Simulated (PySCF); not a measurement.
Precursor series Cd Br-H. All species are isolated molecules in the gas phase.

The HOMO–LUMO gap from two functionals at the same geometries (PBE-D3(BJ)/def2-SVP), both in PySCF: PBE-D3(BJ)/def2-TZVP and B3LYP-D3(BJ)/def2-TZVP. B3LYP has the VWN-RPA correlation part, as in Gaussian. 

| species | B3LYP-D3(BJ)/def2-TZVP (eV) |
|---|---|
| 0 of 2 Br replaced by H ([Cd(Br)2]) | 5.41 |
| 1 of 2 Br replaced by H ([Cd(Br)(H)]) | 6.49 |
| 2 of 2 Br replaced by H | 6.63 |

Task: What does PBE-D3(BJ)/def2-TZVP give for each?

Result: 
- 0 of 2 Br replaced by H ([Cd(Br)2]): 3.90
- 1 of 2 Br replaced by H ([Cd(Br)(H)]): 4.98
- 2 of 2 Br replaced by H: 5.29
Over these rows, drawn at random from the members with no instability flagged (it was tested for open shells, ions and some series alone), PBE minus B3LYP-D3(BJ): mean -1.45 eV, from -1.51 eV to -1.34 eV.
